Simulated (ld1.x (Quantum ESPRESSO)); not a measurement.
**Ti (Z = 22): one change to a TM semilocal potential, before and after**

ld1.x (Quantum ESPRESSO) 7.5 input, shortened:

```
&input
   title='Ti', zed=22., rel=1, dft='PBE', iswitch=3,
   config='[Ar] 3d2 4s1 4p0'
 /
 &inputp
   pseudotype=1, tm=.true., lloc=0,
   nlcc=.false.
 /
3
4P  2  1   0.00   0.00  3.05  3.05  0.0
3D  3  2   2.00   0.00  2.20  2.20  0.0
4S  1  0   1.00   0.00  2.30  2.30  0.0
 &test
   configts(1)='3d2 4s1 4p0'
 /
```

All-electron outer shells of the reference configuration (PBE, scalar-relativistic, ld1.x):

| shell | level (eV) | outermost node (bohr) | outermost maximum (bohr) |
| --- | --- | --- | --- |
| 3p | -46.15 | 0.37 | 0.90 |
| 3d | -11.37 | – | 0.98 |
| 4s | -10.35 | 1.24 | 2.74 |
| 4p | -6.61 | 1.37 | 3.35 |

Change: functional LDA (PZ).

Cutoffs: the cutoffs (Ry, on a coarse ladder) from which the occupation-weighted sum of valence levels, in a spherical-Bessel basis at the reference potential, stays within 10 and 1 mRy of its value at 400 Ry; they do not see the model core or the augmentation charge, which bear on the density cutoff. Errors are all-electron minus pseudo energies relative to the spin-unpolarised reference configuration.

Predict the effect on cutoff, ghosts and configuration errors.

The potential gets neither clearly harder nor softer (45 Ry and 55 Ry → 45 Ry and 55 Ry); the number of tests with a reliable result goes from 7 to 9; of the 7 tests that both files solve, the error grows in 0 and shrinks in 6 by more than 15 % and 0.3 meV (median size 12.0 → 5.9 meV); neither file shows a bound ghost. A semilocal file is local in each channel, so a ghost entry of none says nothing of the separable form that plane-wave codes build from it.

| quantity | base | changed |
| --- | --- | --- |
| cutoff, loose | 45 Ry | 45 Ry |
| cutoff, tight | 55 Ry | 55 Ry |
| bound ghosts | none | none |
| error for 3d2 4s2 4p0, meV [ΔE -7.35 → -7.54 eV] | +25 | +17 |
| error for 3d2 4s0 4p0, meV [ΔE 13.57 → 13.80 eV] | +157 | +56 |
| error for 3d1 4s0 4p0, meV [ΔE 40.52 → 40.99 eV] | +414 | +301 |
| error for 3d2 4s0 4p2, meV [ΔE -1.06 → -1.10 eV] | +12 | -0.7 |
| error for 3d2.5 4s1.5 4p0, meV [ΔE -6.99 → -7.21 eV] | +4.6 | +4.6 |
| error for 3d2 4s1.5 4p0, meV [ΔE -4.41 → -4.52 eV] | +10 | +5.9 |
| error for 3d2 4s1 4p1, meV [ΔE -4.27 → -4.40 eV] | +8.3 | +4.0 |
| s: phases at 3.29 bohr within 0.05 rad from the reference energy up to (Ry; the scan ends near 5) | 1.0 | 0.9 |
| p: phases at 3.29 bohr within 0.05 rad from the reference energy up to (Ry; the scan ends near 5) | 1.5 | 1.5 |
| d: phases at 3.29 bohr within 0.05 rad from the reference energy up to (Ry; the scan ends near 5) | 0.1 | 0.0 |
